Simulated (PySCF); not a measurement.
**Spin–spin coupling constants**

Molfile (atoms numbered from 1):
```
GeH6N2
     RDKit          3D

  9  8  0  0  0  0  0  0  0  0999 V2000
   -1.4987   -0.1079   -0.0553 N   0  0  0  0  0  0  0  0  0  0  0  0
   -0.2597   -0.6855   -0.3487 N   0  0  0  0  0  0  0  0  0  0  0  0
    1.3010    0.0434    0.2870 Ge  0  0  0  0  0  4  0  0  0  0  0  0
   -1.7828   -0.3566    0.8905 H   0  0  0  0  0  0  0  0  0  0  0  0
   -1.4846    0.9119   -0.1212 H   0  0  0  0  0  0  0  0  0  0  0  0
   -0.2488   -1.0835   -1.2817 H   0  0  0  0  0  0  0  0  0  0  0  0
    2.4706   -0.7223   -0.3565 H   0  0  0  0  0  0  0  0  0  0  0  0
    1.4042    1.5562   -0.0420 H   0  0  0  0  0  0  0  0  0  0  0  0
    1.3115   -0.1060    1.8212 H   0  0  0  0  0  0  0  0  0  0  0  0
  1  2  1  0
  2  3  1  0
  1  4  1  0
  1  5  1  0
  2  6  1  0
  3  7  1  0
  3  8  1  0
  3  9  1  0
M  END
```

Indirect spin–spin couplings were computed at B3LYP/pcJ-1 (pcSseg-1 on Ge) (PySCF) on a PBE0-D3(BJ)/def2-SVP structure, for the isolated molecule, without vibrational or relativistic corrections. Couplings are averaged over pairs made equivalent by symmetry, fast rotation or ring inversion, so a value needn't be that of the named pair in this geometry, while other rotamers aren't included; one pair stands for each set, and the list holds those of at least 1.5 Hz over up to four bonds.

Isotopes: 15N, 1H.

```tsv
pair	bonds	J (Hz)
N1, N2	1	?
N1, H4	1	-71.8
N2, H6	1	-91.3
N1, H6	2	?
N2, H4	2	-2.6
N2, H7	2	-6.2
H4, H5	2	?
H7, H8	2	17.8
H4, H6	3	5.7
```

**Question.** Estimate the withheld couplings, with signs.

**Answer.** 
- 1J(N1,N2) = -5.7 Hz (bond length 1.398 Å)
- 2J(N1,H6) = -10.5 Hz (angle at N2 111°)
- 2J(H4,H5) = -1.6 Hz (angle at N1 108°)

Relativistic effects of the heavier atoms present are left out.
